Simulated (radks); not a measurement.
Values are calculated unless marked as measured or tabulated.
The sulfur ion S2+, configuration [Ne] 3s2 3p2 (the NIST ground configuration). Level of theory: Dirac Kohn-Sham, PBEsol, spin-unpolarised, spherical densities, finite nucleus; open shells fill j = l - 1/2 first; Fermi nuclear charge, rms radius 3.2611 fm (a radial shooting solver on a logarithmic mesh with Libxc functionals).

Normalised radial functions P(r) = r R(r) (large component), r in bohr:

| r | 3p1/2 |
|---|---|
| 0.003528 | 0.0006 |
| 0.003977 | 0.0008 |
| 0.004485 | 0.0009 |
| 0.005056 | 0.0012 |
| 0.005701 | 0.0015 |
| 0.006428 | 0.0018 |
| 0.007247 | 0.0023 |
| 0.008171 | 0.0028 |
| 0.009213 | 0.0035 |
| 0.01039 | 0.0044 |
| 0.01171 | 0.0055 |
| 0.01321 | 0.0069 |
| 0.01489 | 0.0086 |
| 0.01679 | 0.0107 |
| 0.01893 | 0.0133 |
| 0.02134 | 0.0165 |
| 0.02406 | 0.0205 |
| 0.02713 | 0.0253 |
| 0.03059 | 0.0312 |
| 0.03449 | 0.0383 |
| 0.03889 | 0.0470 |
| 0.04384 | 0.0573 |
| 0.04943 | 0.0696 |
| 0.05574 | 0.0841 |
| 0.06284 | 0.1010 |
| 0.07085 | 0.1205 |
| 0.07989 | 0.1428 |
| 0.09007 | 0.1678 |
| 0.1016 | 0.1953 |
| 0.1145 | 0.2250 |
| 0.1291 | 0.2561 |
| 0.1444 | 0.2856 |
| 0.1628 | 0.3163 |
| 0.1836 | 0.3443 |
| 0.207 | 0.3673 |
| 0.2334 | 0.3826 |
| 0.2631 | 0.3874 |
| 0.2967 | 0.3786 |
| 0.3345 | 0.3534 |
| 0.3771 | 0.3095 |
| 0.4252 | 0.2453 |
| 0.4794 | 0.1605 |
| 0.5406 | 0.0565 |
| 0.6095 | -0.0639 |
| 0.6872 | -0.1960 |
| 0.7748 | -0.3331 |
| 0.8736 | -0.4674 |
| 0.985 | -0.5908 |
| 1.111 | -0.6942 |
| 1.252 | -0.7686 |
| 1.412 | -0.8069 |
| 1.592 | -0.8053 |
| 1.795 | -0.7642 |
| 2.024 | -0.6884 |
| 2.282 | -0.5872 |
| 2.572 | -0.4728 |
| 2.9 | -0.3581 |
| 3.27 | -0.2542 |
| 3.687 | -0.1681 |
| 4.157 | -0.1025 |
| 4.687 | -0.0571 |
| 5.285 | -0.0287 |
| 5.959 | -0.0129 |

3p1/2: eigenvalue -27.989 eV, 1 radial node at r = 0.573 bohr, <r> = 1.76 bohr, 90 % of the charge inside 2.68 bohr.
